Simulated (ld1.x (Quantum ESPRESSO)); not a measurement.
## silver (Ag), TM: configuration errors across variants

| Quantity | Value |
| --- | --- |
| Element | silver |
| Generator | ld1.x (Quantum ESPRESSO) 7.5 |
| Type | norm-conserving Troullier–Martins (Kleinman–Bylander form) |
| Functional | Wu–Cohen |
| Relativity | non-relativistic |
| Frozen core | [Kr] |
| Valence charge | 11 |
| Reference configuration | 4d10 5s1 5p0 |
| Partial waves | 5p (bound, empty): rc 2.95 bohr; 4d (bound): rc 1.95 bohr; 5s (bound): rc 2.20 bohr |
| Local potential | the s channel |
| Core correction | Bessel-smoothed model core, default radius (core density twice the valence density) |

All-electron excitation energies from the reference (eV): (1) 4d10 5s0 5p0 7.126; (2) 4d9 5s0 5p0 29.563; (3) 4d8 5s0 5p0 66.225; (4) 4d7 5s0 5p0 118.541; (5) 4d9 5s1 5p1 9.188; (6) 4d9 5s2 5p0 5.089; (7) 4d10 5s0 5p1 3.473.

Tests that are not counted but printed errors over 1 eV. “wave 5s (bound): rc 2.20 bohr becomes 5s (bound): rc 1.42 bohr”: 4d9 5s1 5p1 (solver errors, printed error -9.0 eV); 4d9 5s2 5p0 (solver errors, printed error -1028 eV).

A true bound ghost makes a file unfit for plane-wave use even where its test errors are small: the radial tests pick states by their node count and pass the ghost by. Where a test does run into it, the solver fails or the error is huge.

Errors AE − PS in meV (a dash: test not solved or not reliable):

```tsv
change	(1)	(2)	(3)	(4)	(5)	(6)	(7)	bound ghosts
base	-11	-157	-804	-2096	-171	-168	-2.7	none
wave 5s (bound): rc 2.20 bohr becomes 5s (bound): rc 1.42 bohr	-14	-146	-696	-1847	–	–	-13	p, s (extra level of the local part)
wave 5s (bound): rc 2.20 bohr becomes 5s (bound): rc 1.70 bohr	-3.4	-142	-729	-1932	-85	-43	-0.1	none
wave 5s (bound): rc 2.20 bohr becomes 5s (bound): rc 1.96 bohr	-8.0	-154	-794	-2079	-157	-140	-1.4	none
wave 5s (bound): rc 2.20 bohr becomes 5s (bound): rc 2.18 bohr	-10	-157	-805	-2098	-170	-165	-2.6	none
wave 5s (bound): rc 2.20 bohr becomes 5s (bound): rc 2.40 bohr	-11	-157	-802	-2092	-172	-170	-2.8	none
wave 5s (bound): rc 2.20 bohr becomes 5s (bound): rc 2.54 bohr	-11	-158	-807	-2103	-171	-167	-2.7	none
wave 5s (bound): rc 2.20 bohr becomes 5s (bound): rc 3.12 bohr	-8.1	-213	-976	-2434	-155	-107	-3.5	none
wave 5s (bound): rc 2.20 bohr becomes 5s (bound): rc 3.22 bohr	-8.5	-226	-1013	-2504	-151	-95	-4.2	none
```

Q: Give the same row for: wave 5s (bound): rc 2.20 bohr becomes 5s (bound): rc 2.86 bohr.

A: -8.8, -175, -866, -2224, -165, -144, -2.4; bound ghosts: none.
